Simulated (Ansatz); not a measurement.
`[O]=[Nb]([OH])([OH])[Cl]` + HCl → `[O]=[Nb]([OH])([Cl])[Cl]` + H₂O at 600 K and 1 bar (ligand exchange at the Nb–O bond).

Program: Ansatz. Geometries: PBE0-D4/def2-TZVP. ΔE: electronic, gas phase. CCSD(T)/CBS is the MP2 limit (def2-TZVPP, def2-QZVPP) plus CCSD(T) − MP2 in def2-TZVPP, frozen cores. This one scheme is used for every species. def2 core potentials past Kr. For Nb outer-core shells are correlated without core-valence functions, which leaves a few kJ/mol of doubt a bond. Each species was taken in one conformer, which may not be the lowest.

```json
{"species": "`[O]=[Nb]([OH])([OH])[Cl]`", "CCSD(T)/CBS energy (Eh)": "-743.65199", "H − E (kJ/mol)": "139.5", "S (J/(mol·K))": "439.4"}
{"species": "HCl", "CCSD(T)/CBS energy (Eh)": "-460.38127", "H − E (kJ/mol)": "35.4", "S (J/(mol·K))": "207.2"}
{"species": "`[O]=[Nb]([OH])([Cl])[Cl]`", "CCSD(T)/CBS energy (Eh)": "-1127.66427", "H − E (kJ/mol)": "104.3", "S (J/(mol·K))": "435.4"}
{"species": "H₂O", "CCSD(T)/CBS energy (Eh)": "-76.37941", "H − E (kJ/mol)": "76.8", "S (J/(mol·K))": "212.8"}
```

H − E and S are ideal-gas, rigid-rotor, harmonic terms from PBE0-D4/def2-TZVP, for one conformer and one mirror image of each species. 1 Eh = 2625.50 kJ/mol, R = 8.31446 J/(mol·K).

Q: By hand: ΔE, ΔH, ΔS and ΔG.

A: ΔE = (-1127.66427) + (-76.37941) − (-743.65199) − (-460.38127) = -0.01042 Eh = -27.4 kJ/mol. Δ(H − E) = 104.3 + 76.8 − 139.5 − 35.4 = 6.2, so ΔH = -21.2 kJ/mol. ΔS = 435.4 + 212.8 − 439.4 − 207.2 = 1.6 J/(mol·K). ΔG = -21.2 − 600 × (1.6)/1000 = -22.2 kJ/mol.

Q: By hand: the equilibrium constant, and the temperature at which ΔG would vanish if ΔH and ΔS stayed fixed.

A: log₁₀ K = −ΔG/(RT ln 10) = 1.9. ΔH and −TΔS have one sign here, so there is no such temperature.

The number of gas molecules stays the same, so ΔS is small and ΔH decides. A doubt of 5 kJ/mol in ΔE shifts log₁₀ K by 0.4 here. Other conformers and mirror images would add mixing entropy, several J/(mol·K) or more a flexible species. These are equilibria of isolated gas molecules and say nothing of rates. Largest T1 diagnostic: 0.022 (customary marks: 0.02 for closed shells, 0.045 for open ones).

ΔS is within the doubt of such terms, so its sign, and with it that verdict, could turn.
